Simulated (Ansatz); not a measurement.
Cost and result for the atomization energy of `C[O][In]([F])[Br]` (8 atoms, 7 bonds).

The species carries charge 0 and has multiplicity 1. Correlated methods include outer-core shells of Br, In, which these sets cover unevenly. Scalar relativity is left out up to krypton. In takes the def2 core potential. The structure was optimised at the PBE0-D4/def2-TZVP level. It is one conformer, not always the lowest. Program: Ansatz. All runs use 4 threads of an Arm Neoverse V1 on a shared host. Times are those of one run each, without the atoms' runs, and a repeat can differ threefold. Electronic energies, without spin–orbit coupling; frozen cores. CCSD(T)/CBS adds CCSD(T) − MP2 in def2-TZVPP to the MP2 limit, and its time is that of the two runs behind it. T1 = 0.015. With those shells the extrapolation isn't a true limit. B3LYP takes the VWN-RPA correlation (the form of Gaussian; ORCA's B3LYP/G). HSE06 is the plane-wave form, built on full-range PBE exchange.

CCSD(T)/CBS is a level of theory with its own doubt, some kJ/mol a heavy atom from the limit and from the frozen cores, so smaller differences don't rank the functionals.

```csv
level,functions,wall time
PBE-D4/def2-TZVPP (with forces),233,2.9 s
HSE06-D4/def2-TZVPP,233,4.3 s
CAM-B3LYP-D4/def2-TZVPP,233,4.4 s
B3LYP-D4/def2-TZVPP (with forces),233,6 s
r2SCANh-D4/def2-TZVPP,233,6.5 s
B2PLYP/def2-TZVPP,233,7 s
PBE-QIDH/def2-TZVPP,233,7 s
B97M-V/def2-TZVPP,233,12 s
ωB97M-V/def2-TZVPP (with forces),233,13 s
CCSD(T)/def2-SVP,115,14 s
MP2/def2-QZVPP,432,22 s
CCSD(T)/def2-TZVPP,233,5.4 min
CCSD(T)/CBS(def2),–,5.8 min
```

Question: What atomization energy does each give, and how far from CCSD(T)/CBS? (An estimate is asked.)

Answer: The calculation gave: 
```tsv
level	atomization (kJ/mol)	difference from CCSD(T)/CBS	per bond
PBE-D4/def2-TZVPP (with forces)	2704.1	31.4	4.5
HSE06-D4/def2-TZVPP	2627.9	-44.8	-6.4
CAM-B3LYP-D4/def2-TZVPP	2638.4	-34.3	-4.9
B3LYP-D4/def2-TZVPP (with forces)	2609.6	-63.1	-9.0
r2SCANh-D4/def2-TZVPP	2626.6	-46.1	-6.6
B2PLYP/def2-TZVPP	2602.2	-70.5	-10.1
PBE-QIDH/def2-TZVPP	2617.4	-55.3	-7.9
B97M-V/def2-TZVPP	2643.0	-29.7	-4.2
ωB97M-V/def2-TZVPP (with forces)	2639.5	-33.2	-4.7
CCSD(T)/def2-SVP	2478.1	-194.6	-27.8
MP2/def2-QZVPP	2711.6	38.9	5.6
CCSD(T)/def2-TZVPP	2576.7	-96.0	-13.7
CCSD(T)/CBS(def2)	2672.7	0.0	0.0
```

The D4 term adds +25.4 kJ/mol with B3LYP and +13.4 kJ/mol with PBE0; it sums over pairs of atoms, weighted by their polarisabilities, and B3LYP, whose exchange is more repulsive, gets the larger term. From BLYP to BHLYP (50 % exact exchange), in def2-TZVPP and without D4, the atomization energy moves by −108.2 kJ/mol: exact exchange takes away binding that semilocal exchange gives to molecules. At CCSD(T), def2-SVP lies −194.5 kJ/mol from the extrapolated value and def2-TZVPP −96.0 kJ/mol: correlation converges slowly with the basis, and small sets miss more of it in the bonded molecule than in its fragments.

Spin–orbit coupling would lower the free In atoms strongly, and the atomization energy with them, by more than many differences here.
